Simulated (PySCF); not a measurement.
BH6N, SMILES [BH3-][NH3+] (connectivity only; charge and spin as stated), charge +1, multiplicity 2.

Geometry optimised at B3LYP-D3(BJ)/def2-TZVP. The spin state was assumed, not searched.

Method: TDA-PBE/def2-TZVPD run with PySCF 2.14.0.

Vertical excitations. Isolated molecule, no solvent.

**Question.** Give excitation energies, oscillator strengths and character. (Estimate from the structure and the level; the computed values follow.)

**Answer.** 
```csv
state,energy (eV),λ (nm),f,main pairs
root 1,3.96,313,0.000,β HOMO→LUMO 99 %
root 2,6.23,199,0.006,α HOMO→LUMO 100 %
root 3,6.94,179,0.007,β HOMO−1→LUMO 98 %
root 4,7.62,163,0.010,α HOMO→LUMO+1 99 %
root 5,8.25,150,0.017,"α HOMO→LUMO+3 86 %, α HOMO→LUMO+2 14 %"
root 6,8.44,147,0.030,α HOMO→LUMO+4 99 %
root 7,8.45,147,0.018,"α HOMO−1→LUMO 26 %, α HOMO→LUMO+2 14 %, β HOMO→LUMO+1 57 %"
root 8,8.52,145,0.109,"α HOMO→LUMO+2 66 %, α HOMO→LUMO+3 13 %, β HOMO→LUMO+1 8 %"
root 9,8.69,143,0.022,"α HOMO−1→LUMO 64 %, β HOMO→LUMO+1 35 %"
root 10,9.20,135,0.013,"α HOMO→LUMO+5 91 %, β HOMO−3→LUMO 7 %"
```
Unrestricted roots are not spin-pure.
